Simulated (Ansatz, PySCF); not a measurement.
Stretching the Se4–H5 bond in H3InSe (SMILES [SeH][InH2]) (multiplicity 1 held, fragments rigid). Energies count from the point at 1.472 Å.
Geometry at that point (charge 0, multiplicity 1):
```xyz
5

In     0.223     0.018    -0.990
H     -1.022    -0.562    -2.020
H      1.781     0.621    -1.393
Se    -0.372    -0.043     1.471
H      0.926     0.514     1.884
```

Restricted levels (R-, RO-) in cc, def2 and unpolarised 6-31G sets keep to the state of the molecule at rest. U- levels take the lowest unrestricted solution at each point, which mixes spins at long bonds. Active spaces are followed from a long bond inwards. Levels need not reach the same state.

Cores are frozen in the correlated methods. Filled d and f shells under p-block atoms count as core. Rows in 3-21G carry no dispersion term and start afresh at each structure; the Pople sets are all-electron and without relativity.

Run with Ansatz (Gaussian basis) for Hartree–Fock, density functionals and correlated methods; PySCF for 3-21G rows.  In def2 rows elements past Kr take small-core potentials, without spin–orbit coupling.

| level | energy at R = 4.709 Å (kJ/mol) |
|---|---|
| R-HF/3-21G | 711.6 |
| R-HF/def2-TZVPP | 713.4 |
| U-PBE/def2-TZVPP | 341.6 |
| R-r2SCAN/def2-TZVPP | … |
| U-r2SCAN/def2-TZVPP | 344.0 |
| U-SCS-MP2/def2-TZVPP | 344.0 |
| U-CCSD/def2-TZVPP | 339.8 |
| CASSCF(4,3)/def2-TZVPP | … |
| FIC-NEVPT4(SD) on CASSCF(4,3)/def2-TZVPP | 340.6 |

**Question.** Some entries are withheld; supply them.

**Answer.** 
- R-r2SCAN/def2-TZVPP, energy at R = 4.709 Å (kJ/mol): 511.1
- CASSCF(4,3)/def2-TZVPP, energy at R = 4.709 Å (kJ/mol): 298.9

Doubts at one or more of the structures used: a restricted determinant that unrestricted orbitals would lower (R-HF/3-21G, R-HF/def2-TZVPP, R-r2SCAN/def2-TZVPP); a spin-contaminated determinant (U-PBE/def2-TZVPP, U-r2SCAN/def2-TZVPP, U-SCS-MP2/def2-TZVPP, U-CCSD/def2-TZVPP); active orbitals that take no part (CASSCF(4,3)/def2-TZVPP, FIC-NEVPT4(SD) on CASSCF(4,3)/def2-TZVPP).

Ansatz is an electronic-structure program.
